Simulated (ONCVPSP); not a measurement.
An all-electron radial function and its pseudo partner (oxygen)

Columns: radius, all-electron u(r) and pseudo u(r) of the 2p shell (level -24.36 eV) of oxygen in the configuration [He] 2s2 2p3; PBEsol, scalar-relativistic, ONCV scheme, ONCVPSP 4.0.1.

```csv
r (bohr),all-electron,pseudo
0.088,0.0921,0.0352
0.175,0.2664,0.1328
0.262,0.4461,0.2770
0.350,0.6027,0.4471
0.438,0.7247,0.6166
0.525,0.8116,0.7622
0.612,0.8678,0.8720
0.700,0.8977,0.9403
0.788,0.9058,0.9674
0.875,0.8973,0.9610
0.962,0.8763,0.9309
1.050,0.8459,0.8863
1.138,0.8091,0.8352
1.225,0.7687,0.7834
1.312,0.7259,0.7330
1.400,0.6814,0.6842
1.487,0.6374,0.6382
1.575,0.5935,0.5936
1.662,0.5513,0.5513
1.750,0.5102,0.5101
1.838,0.4709,0.4709
1.925,0.4342,0.4342
2.012,0.3995,0.3995
2.100,0.3667,0.3667
2.188,0.3360,0.3360
2.275,0.3079,0.3079
```

Q: How many radial nodes do the two functions have?

A: The all-electron 2p function has n − l − 1 = 0; the pseudo-wave has 0.

Q: At about which radius was the pseudo-wave matched?

A: 1.75 bohr. The columns agree to 0.0005 from 1.57 bohr on; several derivatives are matched, so the curves merge somewhat inside the radius.

Q: Where does each function peak?

A: Outermost all-electron maximum near 0.79 bohr, pseudo maximum near 0.79 bohr (to the table’s step).

Q: Is the pseudo-wave norm-conserving?

A: Yes: the ONCV scheme keeps the norm inside the radius equal to the all-electron one, which fixes the energy derivative of the logarithmic derivative at the level.
